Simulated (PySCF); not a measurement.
**MCa for M along the chalcogens**

r²SCAN with triple-zeta basis sets in PySCF, for the lowest determinant that a PBE0 search found; no spin–orbit coupling. De refers to high-spin ground-configuration atoms. A positive dipole means M(−)Ca(+).

```csv
M,basis,state (unpaired electrons),Re (Å),ωe (cm⁻¹),De (eV),μ (D)
O,x2c-TZVPPall,singlet (closed shell),1.816,775,4.72,8.26
S,def2-TZVPP,singlet (closed shell),2.305,485,4.04,10.17
Se,def2-TZVPP,singlet (closed shell),2.438,370,3.69,10.34
```

The shortest bond is that of CaO (1.816 Å), the longest that of CaSe (2.438 Å). CaO is bound most strongly (4.72 eV) and CaSe least (3.69 eV).

The rows differ in basis set, which adds steps of its own.

Relativity is treated differently too: O spin-free X2C; S no relativity; Se no relativity.

Down a group bonds as a rule get longer and wavenumbers fall, partly through the reduced mass; this series shows no clear exception.
